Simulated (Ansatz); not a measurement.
Reactions of F$_{5}$HMoO (`[OH][Mo]([F])([F])([F])([F])[F]`).

Gas-phase electronic energies from Ansatz, PBE0-D4/def2-TZVP geometries. CCSD(T)/CBS adds triple-zeta CCSD(T) − MP2 to the extrapolated MP2 energy (def2 sets, frozen cores). This one scheme is used for every species. DFT in def2-TZVPP. def2 core potentials past Kr. For Mo outer-core shells are correlated without core-valence functions, which leaves a few kJ/mol of doubt a bond. One conformer a species, not always the lowest.

| reaction | CCSD(T)/CBS(def2) (kJ/mol) |
| --- | --- |
| `[OH][Mo]([F])([F])([F])([F])[F]` + H–F → `[F][Mo]([F])([F])([F])([F])[F]` + H₂O | -6 |
| `[OH][Mo]([F])([F])([F])([F])[F]` + CH₃OH → `C[O][Mo]([OH])([F])([F])([F])[F]` + H–F | -41 |
| `[OH][Mo]([F])([F])([F])([F])[F]` + H₂O → `[OH][Mo]([OH])([F])([F])([F])[F]` + H–F | ? |
| `[OH][Mo]([F])([F])([F])([F])[F]` + HCl → `[F][Mo]([F])([F])([F])([F])[Cl]` + H₂O | 12 |

Problem. Fill in the missing values. (An estimate is asked.)

Solution. The calculation gave: `[OH][Mo]([F])([F])([F])([F])[F]` + H₂O → `[OH][Mo]([OH])([F])([F])([F])[F]` + H–F: +7.4 kJ/mol.

Largest T1 diagnostic: 0.025, for `[F][Mo]([F])([F])([F])([F])[Cl]`, so its coupled-cluster energy is less sure.
